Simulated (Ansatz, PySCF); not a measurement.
AlCl, SMILES [Al][Cl] (connectivity only; charge and spin as stated), neutral, multiplicity 1.

Coordinates come from a PBE0-D3(BJ)/def2-TZVPD optimisation.

Two levels are set side by side: PBE/def2-TZVPD (Ansatz, a first-principles code) and EOM-CCSD/aug-cc-pVDZ (PySCF). PBE by ΔSCF, the other level by its IP root; same geometry, the bases differ. Differences are taken from unrounded values.

| quantity | PBE |
|---|---|
| vertical ionisation energy (eV) | 9.20 |

**Question.** These are the PBE values. What does EOM-CCSD give? (The exact figures need the calculation; the answer reports its results.)

**Answer.** 
| quantity | EOM-CCSD | PBE minus EOM-CCSD |
|---|---|---|
| vertical ionisation energy (eV) | 9.30 | -0.10 |

On these quantities the two levels nearly agree.
